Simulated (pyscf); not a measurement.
## Rearrangement: H₂Si=SiH–SiH₃ → cyclic H₆Si₃ (SMILES [SiH2]1[SiH2][SiH2]1)

Gas phase, singlet surface, charge 0. Bonds broken: Si1–H4. Bonds formed: Si1–Si3, Si2–H4. Structures and frequencies: ωB97X-D3(BJ)/def2-SVP in PySCF. MP2 and CC: frozen core, UHF for open shells. ΔMP2 is the change of the MP2 total energy from the triple- to the quadruple-zeta basis.

Transition state (Å):

```xyz
9

Si    -0.3681     1.4293    -0.2415
Si    -0.4892    -0.4370     0.9462
Si    -0.9801    -1.0249    -1.1319
H     -1.8209     0.6939     0.0289
H      0.6666     1.8157    -1.2563
H     -0.8605     2.7284     0.3171
H      0.2634    -1.1442     2.0438
H     -2.3723    -0.9548    -1.6496
H     -0.2370    -2.0557    -1.9348
```

One imaginary mode, 892i cm⁻¹; descent along it reached the two sides named.

| bond | change | reactant side (Å) | saddle | product side |
|---|---|---|---|---|
| Si1–H4 | breaks | 1.491 | 1.651 | 3.0 |
| Si1–Si3 | forms | 3.8 | 2.7 | 2.344 |
| Si2–H4 | forms | 3.1 | 1.973 | 1.481 |

Electronic energies relative to the reactant's lowest minimum found (kcal/mol):

```csv
level,barrier,reaction energy,reverse barrier
ωB97X-D3(BJ)/def2-TZVP,44.4,-13.9,58.2
PBE/def2-TZVP,36.5,-12.1,48.6
r²SCAN/def2-TZVP,39.8,-12.6,52.4
B3LYP-D3(BJ)/def2-TZVP,45.6,-8.7,54.3
PBE0-D3(BJ)/def2-TZVP,39.8,-13.3,53.1
M06-2X/def2-TZVP,42.4,-11.6,54.0
ωB97M-D3(BJ)/def2-TZVP,44.1,-10.9,55.0
HF/def2-TZVP,60.9,-10.1,71.0
MP2/def2-QZVPP,41.6,-11.1,52.7
CCSD/def2-TZVPP,47.7,-10.1,57.7
CCSD(T)/def2-TZVPP,44.8,-9.5,54.3
CCSD(T)/def2-TZVPP + ΔMP2(QZVPP),44.4,-10.0,54.3
```

With CCSD(T)/def2-TZVPP + ΔMP2(QZVPP) energies and thermal terms (ideal gas, 1 atm, RRHO with modes under 100 cm⁻¹ raised to 100, one conformer, R ln 2 for chiral ones without a mode under 150 cm⁻¹), in kcal/mol:

```tsv
T (K)	ΔH‡	ΔG‡	ΔH	ΔG
298	42.7	44.2	-10.3	-7.9
600	42.0	46.0	-10.2	-5.5
900	41.5	48.0	-10.2	-3.1
1200	41.1	50.3	-10.1	-0.8
```

The same reactants have a lower exit, to H₃Si–Si:–SiH₃ [singlet] (barrier +10.7 kcal/mol at ωB97M-D3(BJ)/def2-TZVP, against +44.1 kcal/mol here). This is the saddle that the search found; another between the same sides may lie lower. The CCSD(T) − MP2 part came from Ansatz, without density fitting, on the same reference.
